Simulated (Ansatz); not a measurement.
C$_{2}$H$_{9}$GaSe, SMILES `[CH3][GaH-]([CH3])[SeH2+]`. Total charge 0; spin multiplicity 1. Correlated methods include outer-core shells of Ga, Se, which these sets cover unevenly. Scalar relativity is left out up to krypton.

Z-matrix (Å, degrees):
```
C
Ga 1 1.985
H 1 1.094 2 109.2
H 1 1.093 2 112.0 3 -118.6
H 1 1.092 2 112.3 3 118.8
C 2 1.985 1 119.4 3 79.5
Se 2 2.780 1 96.7 3 -176.4
H 2 1.585 1 118.9 3 -80.3
H 6 1.093 2 111.8 1 39.8
H 6 1.095 2 109.4 1 -78.9
H 6 1.092 2 112.3 1 162.2
H 7 1.468 2 95.3 1 -169.7
H 7 1.469 2 97.4 1 -77.6
```

Task: Give the diagnostics of a CCSD(T)/def2-TZVPP run (frozen core, Ansatz 0.2.0). (Best estimate.)

Result: Computed: T1 = 0.0103, largest single amplitude 0.013, largest double 0.033, (T) share of the correlation energy 3.6 %, 8 CCSD cycles. The RHF solution is stable towards an unrestricted one. T1 lies under the customary mark of 0.02 for closed shells.
